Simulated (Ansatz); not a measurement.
H3ClSi2, SMILES `[SiH3][Si]Cl` (excited triplet) (charge 0, multiplicity 3). This triplet is an excited state, 0.97 eV above the relaxed singlet at the level frozen-core CCSD(T)/cc-pVTZ // PBE0-D3(BJ)/def2-TZVP (Ansatz, a quantum-chemistry and plane-wave program).

Cartesian coordinates (Å):
```xyz
6

Si    -0.7290     0.0823     0.1514
Si     1.1723    -0.8805    -0.7931
Cl     2.9745     0.0187    -0.3563
H     -0.9008     1.4868    -0.3055
H     -1.8528    -0.7586    -0.3329
H     -0.6641     0.0514     1.6365
```
Charge 0, spin multiplicity 3.

Frozen-core energies in 6-31g from Ansatz at a geometry from PBE0-D3(BJ)/def2-TZVP; the HF reference has <S^2> = 2.01 and the T1 diagnostic is 0.014.

```json
[
 {"level": "HF", "energy (Ha)": "-1038.93993", "difference from CCSDT(Q) (mHa)": "158.10"},
 {"level": "MP2", "energy (Ha)": "-1039.06172", "difference from CCSDT(Q) (mHa)": "36.30"},
 {"level": "CCSD", "energy (Ha)": "-1039.09411", "difference from CCSDT(Q) (mHa)": "3.92"},
 {"level": "CCSD(T)", "energy (Ha)": "-1039.09713", "difference from CCSDT(Q) (mHa)": "0.90"},
 {"level": "CCSDT", "energy (Ha)": "-1039.09795", "difference from CCSDT(Q) (mHa)": "0.08"},
 {"level": "CCSDT(Q)", "energy (Ha)": "-1039.09803", "difference from CCSDT(Q) (mHa)": "0.00"}
]
```
